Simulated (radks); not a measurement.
Problem. Rh3+, configuration [Kr] 4d6. Calculated with a radial shooting solver on a logarithmic mesh with Libxc functionals: scalar-relativistic Kohn-Sham, SCAN, spin-unpolarised, spherical densities, finite nucleus; meta-GGA in the generalised Kohn-Sham scheme; Fermi nuclear charge, rms radius 4.4945 fm. Some entries of the table are withheld. Estimate them.

orbital  occ.  eigenvalue (hartree)  <1/r> (bohr^-1)
1s          2             -849.7352            47.05
2s          2             -124.8929              (1)
2p          6             -111.9462            10.32
3s          2             -23.65232            3.723
3p          6             -19.35473            3.540
3d         10             -12.51879              (2)
4s          2              -4.45051            1.401
4p          6                   (3)              (4)
4d          6                   (5)           0.9699

Solution. 
(1) 2s <1/r> (bohr^-1): 10.67
(2) 3d <1/r> (bohr^-1): 3.307
(3) 4p eigenvalue (hartree): -3.22322
(4) 4p <1/r> (bohr^-1): 1.264
(5) 4d eigenvalue (hartree): -1.45305
